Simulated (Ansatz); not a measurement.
Consider the cleavage of the Si–Si bond: `[SiH3][SiH2][SiH3]` + `CB(O)S` → `CB(S)O[SiH3]` + `[SiH3][SiH3]`.

Calculated with Ansatz (gas phase, PBE0-D4/def2-TZVP geometries, no zero-point term in ΔE). CBS: MP2 limit from def2 TZ/QZ plus the TZ coupled-cluster correction, frozen cores. DFT in def2-TZVPP. One conformer a species, not always the lowest.

```tsv
level	ΔE (kJ/mol)
LDA (SPW92)	-56.3
BLYP-D4	-75.4
B97M-V	-71.4
ωB97M-V	-78.5
MP2/def2-SVP	-69.7
CCSD/def2-TZVPP	-79.9
HF/def2-QZVPP	-104.3
MP2/def2-QZVPP	-83.8
```

What does CCSD(T)/CBS give? (Estimate.)

Computed: -77.1 kJ/mol. The listed levels differ from it by 20.8, 1.7, 5.7, -1.4, 7.4, -2.8, -27.2, -6.7 kJ/mol.

Largest T1 diagnostic among the species: 0.013.

From BLYP to BHLYP (50 % exact exchange), in def2-TZVPP and without D4, ΔE moves by −15.5 kJ/mol. In def2-TZVPP, CCSD(T) changes the Hartree–Fock value by +25.2 kJ/mol (the triples alone add +3.2 kJ/mol) and MP2 by +19.1 kJ/mol. Leaving LDA and LC-ωPBE aside and taking each functional with its dispersion term where it has one, the values, not all of them listed here, spread over 36.4 kJ/mol, from BHLYP-D4 to PBE-D4. LDA lies −4.6 kJ/mol from PBE without D4.
